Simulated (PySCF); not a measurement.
**Ir₃N, singlet: data card**

Level of theory: PySCF, B3LYP, basis N def2-SVP, Ir def2-SVP with ECP60 (scalar-relativistic core potentials, no spin–orbit coupling, density fitting).

The structure is a minimum.

Coordinates in bohr (charge 0 multiplicity 1):
```
N     0.0000    0.0000   -2.4104
Ir    2.7165    0.0000    0.0583
Ir   -1.3583    2.3526    0.0583
Ir   -1.3583   -2.3526    0.0583
```

| Quantity | Value |
| --- | --- |
| Point group | C3v |
| Bond lengths | Ir–Ir 2.490 Å (×3), N–Ir 1.942 Å (×3) |
| Bond angles | Ir–Ir–Ir 60.0° (×3), Ir–Ir–N 50.1° (×6), Ir–N–Ir 79.7° (×3) |
| Rotational symmetry number | 3 |
| Entropy at 298.15 K and 1 bar | 345.9 J/(mol K) |
| Atomisation energy without zero-point energy | 967 kJ/mol |
| Principal quadrupole moments (Buckingham, traceless) about the centre of mass | -16.15, 8.08, 8.08 D Å |
| Zero-point energy | 13.4 kJ/mol |
| Dipole moment | 1.12 D |
| Lowest empty level | -3.12 eV |
| Rotational constants | 0.02713, 0.02713, 0.01409 cm⁻¹ |
| Highest occupied level | -5.30 eV |
| Principal polarisabilities | 89.2, 121.4, 121.4 bohr³ |
| Heat capacity Cp at 298.15 K | 70.8 J/(mol K) |
| Enthalpy at 298.15 K above 0 K | 16.01 kJ/mol |

Harmonic modes (masses in u: N 14.003, Ir 192.963):
```tsv
symmetry	ω (cm⁻¹)	IR (km/mol, summed over degenerate members)	μ (u)
e	176	0.0	152.81
a1	232	2.2	142.26
e	463	14.4	15.14
a1	725	46.8	14.71
```

In C3v the vibrations span 2e + 2a1.

Charges (e):
```tsv
atom	Mulliken	Löwdin	polar tensor	Mayer order to N1
N1	-0.34	0.12	-0.08	–
Ir2,3,4	0.11	-0.04	0.03	1.03
```
Other Mayer orders above 0.3: Ir–Ir 1.12 (×3).

Mulliken populations on N1: s 3.88, p 3.42, d 0.03.

Only a few start shapes were tried, so a lower isomer may exist. Spin–orbit coupling, left out here, can matter for elements this heavy.

The final relaxation and frequency run took 120 s on 2 threads of a shared Intel Xeon @ 2.70GHz host, with 110 basis functions and 8 gradients; the process peaked at 1.3 GiB. Launch command: `OMP_NUM_THREADS=2 python axn.py task.json out`.
